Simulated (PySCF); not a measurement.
HO4Re, charge -1, quartet, geometry from GFN2-xTB of the parent state (such geometries of metal compounds can be far from the true shape) (the multiplicity is a formal guess) (core potentials on Re) (in this run its highest filled SCF level lies above zero, so its values depend strongly on the basis, on diffuse functions most of all); PySCF with DF-CAMB3LYP/def2-SVP.

Here is a job for PySCF.
```python
from pyscf import gto, scf, dft

mol = gto.Mole()
mol.atom = '''
    Re    0.03578640   -0.02883254   -0.10313258
    O     1.12264555    0.96699777   -0.91313413
    O     0.63725458   -0.43904940    1.52962609
    O    -0.61885758   -1.38001878   -0.86127528
    O    -1.33372315    1.01112209    0.97258712
    H    -1.14253492    0.89002731    1.91251316
'''
mol.basis = 'def2-svp'
mol.ecp = {'Re': 'def2-svp'}
mol.charge = -1
mol.spin = 3
mol.verbose = 5
mol.build()

mf = dft.UKS(mol)
mf.xc = 'camb3lyp'
mf = mf.density_fit(auxbasis='def2-universal-jkfit')
mf.kernel()
```

What does PySCF print? Leave out banner, timings and long lists.


```
PySCF version 2.14.0

[INPUT] verbose = 5
[INPUT] max_memory = 4000
[INPUT] num. atoms = 6
[INPUT] num. electrons = 49
[INPUT] charge = -1
[INPUT] spin (= nelec alpha-beta = 2S) = 3
[INPUT] symmetry False subgroup None
[INPUT] Mole.unit = angstrom
[INPUT] Symbol           X                Y                Z      unit          X                Y                Z       unit  Magmom
[...]
[INPUT] ---------------- BASIS SET ----------------
[INPUT] l, kappa, [nprim/nctr], expnt,             c_1 c_2 ...
[INPUT] O
[...]
                                340.87010191      -0.03989003923
                                77.363135167      -0.17853911985
                                21.47964494       -0.46427684959
                                6.6589433124      -0.44309745172
[...]
                                3.863550544       0.23094120765
                                1.0480920883      0.51375311064
[...]
[INPUT] Re
[...]
                                12.324075         1.9371421121
[...]
                                6.350206          -0.76096056536
                                1.3311713455      0.53252276765
                                0.62659600547     0.5148304504
[...]
                                1.8487943286      0.18067495215
                                0.78702048429     0.45160766937
                                0.32069843172     0.432612362657
[...]
[INPUT] H
[...]
                                1.9622572         0.13796524
                                0.44453796        0.47831935
[...]
nuclear repulsion = 224.729231463934
number of shells = 39
number of NR pGTOs = 160
number of NR cGTOs = 93
basis = def2-svp
ecp = {'Re': 'def2-svp'}

******** <class 'pyscf.df.df_jk.DFUKS'> ********
method = DFUKS
initial guess = minao
damping factor = 0
level_shift factor = 0
DIIS = <class 'pyscf.scf.diis.CDIIS'>
diis_start_cycle = 1
diis_space = 8
diis_damp = 0
SCF conv_tol = 1e-09
SCF conv_tol_grad = None
SCF max_cycles = 50
direct_scf = False
number electrons alpha = 26  beta = 23
XC library pyscf.dft.libxc version 7.1.2
    S. Lehtola, C. Steigemann, M. J. T. Oliveira, and M. A. L. Marques,  SoftwareX 7, 1–5 (2018)
XC functionals = camb3lyp
    T. Yanai, D. P. Tew, and N. C. Handy,  Chem. Phys. Lett. 393, 51 (2004)
radial grids:
    Treutler-Ahlrichs [JCP 102, 346 (1995); DOI:10.1063/1.469408] (M4) radial grids

becke partition: Becke, JCP 88, 2547 (1988); DOI:10.1063/1.454033
pruning grids: <function nwchem_prune>
[...]
  1.58114339e+00  1.59618006e+00  1.62775763e+00  1.69275079e+00
  1.71536276e+00  1.72862541e+00  1.77825581e+00  1.88055144e+00
  1.91169274e+00  2.02683345e+00  2.47157661e+00  2.82774684e+00
  2.84381816e+00  2.88074883e+00  2.91931050e+00  2.92574074e+00
  2.93602756e+00  2.96346464e+00  2.99752196e+00  3.00689954e+00
  3.03397708e+00  3.15165568e+00  3.17752125e+00  3.21401653e+00
  3.22744491e+00  3.28336586e+00  3.30937472e+00  3.43072199e+00
  3.57237606e+00  3.67625954e+00  3.97080907e+00  6.48369947e+01
  5.04358782e+02]
  beta  mo_energy =
[-1.90382968e+01 -1.90185842e+01 -1.89826113e+01 -1.89825088e+01
 -3.11914002e+00 -1.69683695e+00 -1.68878201e+00 -1.64221913e+00
 -8.41739501e-01 -7.84584993e-01 -7.62985518e-01 -7.41151749e-01
 -3.50913244e-01 -2.92180542e-01 -2.89881130e-01 -2.66729566e-01
 -2.49213503e-01 -2.42148745e-01 -1.85718541e-01 -1.81289786e-01
 -1.68859641e-01 -1.63937699e-01 -1.53115728e-01  2.86873326e-02
  1.80701784e-01  2.34136197e-01  2.65835640e-01  2.66092166e-01
  2.71665386e-01  2.80990317e-01  2.90388028e-01  3.24933778e-01
  3.27469901e-01  3.53620919e-01  5.11809644e-01  5.67678113e-01
  5.94947403e-01  6.05817473e-01  6.14371297e-01  6.51319284e-01
  8.61190920e-01  1.01933974e+00  1.06715385e+00  1.10800317e+00
  1.20027455e+00  1.22286674e+00  1.22839665e+00  1.24316815e+00
  1.25502472e+00  1.26728893e+00  1.27393787e+00  1.35575619e+00
  1.38909660e+00  1.40087227e+00  1.40173347e+00  1.42118341e+00
  1.42123958e+00  1.47408707e+00  1.50251609e+00  1.51498657e+00
  1.60532152e+00  1.62006654e+00  1.65214357e+00  1.70484984e+00
  1.73382776e+00  1.74188641e+00  1.79384541e+00  1.89338446e+00
  1.92498805e+00  2.03739692e+00  2.47811484e+00  2.89169183e+00
  2.90151782e+00  2.91184784e+00  2.94528674e+00  2.95646992e+00
  2.96298667e+00  2.98169899e+00  3.02609300e+00  3.03939899e+00
  3.06167839e+00  3.17368324e+00  3.19973192e+00  3.23399858e+00
  3.23463951e+00  3.29371531e+00  3.32245197e+00  3.46098673e+00
  3.58503643e+00  3.69581230e+00  3.97803760e+00  6.47988656e+01
  5.04190530e+02]
multiplicity <S^2> = 3.7622589  2S+1 = 4.0061247
nelec by numeric integration = [26.00000446 23.00000419]
E1 = -1006.0343329614594  E2 = 401.9026544864717  Ecoul = 445.30572334797006  Exc = -43.403068861498355
Extra cycle  E= -379.402447011054  delta_E= -2.01e-10  |g|= 1.66e-05  |ddm|= 3.26e-05
converged SCF energy = -379.402447011054  <S^2> = 3.7622589  2S+1 = 4.0061247
```
